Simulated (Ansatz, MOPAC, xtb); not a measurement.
Spectroscopic constants of BF+, multiplicity 2 (lowest of 2S+1 = 2, 4 at CCSD(T)/def2-TZVPP on PBE0 minima; our sources give no spin for the ground state, which may be another).

Seven points along R, fitted to fifth degree in 1/R; most abundant isotopes. In def2 and cc sets the state is the lowest found near the PBE0 minimum, followed along R.

Run with Ansatz (Gaussian orbitals); MOPAC for AM1, PM3, PM6, PM7 (differences of heats of formation); xtb for the GFN methods. Each number belongs to the level named beside it. The GFN methods have no spin term and hold the electronic entropy of 300 K.

| level | r_e (Å) | ω_e (cm⁻¹) | ω_e x_e (cm⁻¹) | α_e (cm⁻¹) |
|---|---|---|---|---|
| AM1 | 1.251 | 1917 | 16 | 0.0067 |
| PM3 | 1.240 | 1644 | 32 | 0.021 |
| PM6 | 1.244 | 1378 | 7.2 | 0.011 |
| PM7 | 1.219 | 1404 | 5.9 | 0.0096 |
| GFN1-xTB | 1.230 | 1596 | 14 | 0.021 |
| GFN2-xTB | 1.198 | 1834 | 16 | 0.022 |
| SVWN5/def2-TZVPP | 1.214 | 1683 | 11 | 0.016 |
| PBE/def2-TZVPP | 1.225 | 1641 | 11 | 0.016 |
| r2SCAN/def2-TZVPP | 1.217 | 1683 | 10 | 0.016 |
| B97M-V/def2-TZVPP | 1.212 | 1700 | 11 | 0.016 |
| B3LYP/def2-TZVPP | 1.215 | 1689 | 11 | 0.016 |
| PBE0/def2-TZVPP | 1.212 | 1708 | 10 | 0.016 |
| BHLYP/def2-TZVPP | 1.204 | 1753 | 11 | 0.016 |
| CAM-B3LYP/def2-TZVPP | 1.211 | 1711 | 10 | 0.016 |
| wB97X-V/def2-TZVPP | 1.218 | 1691 | 10 | 0.016 |
| wB97M-V/def2-TZVPP | 1.215 | 1689 | 10 | 0.016 |
| B2PLYP/def2-TZVPP | 1.216 | 1688 | 11 | 0.016 |
| CCSD/aug-cc-pVTZ | 1.214 | 1710 | 11 | 0.016 |
| CCSD/def2-TZVPP | 1.214 | 1716 | 10 | 0.016 |
| CCSD/aug-cc-pVQZ | 1.209 | 1722 | 11 | 0.016 |
| CCSD/def2-QZVPP | 1.209 | 1725 | 11 | 0.016 |
| CCSD(T)/aug-cc-pVTZ | 1.219 | 1683 | 11 | 0.016 |
| CCSD(T)/def2-TZVPP | 1.218 | 1690 | 11 | 0.016 |
| CCSD(T)/aug-cc-pVQZ | 1.214 | 1695 | 11 | 0.016 |
| CCSD(T)/def2-QZVPP | 1.213 | 1699 | 11 | 0.016 |
| CCSD(T)/CBS(aug-cc-pVTZ, aug-cc-pVQZ) | 1.212 | 1702 | 11 | 0.016 |
| CCSD(T)/CBS(def2-TZVPP, def2-QZVPP) | 1.212 | 1704 | 11 | 0.016 |

Cores are frozen in the correlated methods. CBS: X⁻³ extrapolation of the correlation energy, Hartree–Fock from the larger set. The state reached by AM1, PM3, PM6, PM7 isn't checked; PM7 holds dispersion and hydrogen-bond terms.

Ansatz is a first-principles code.
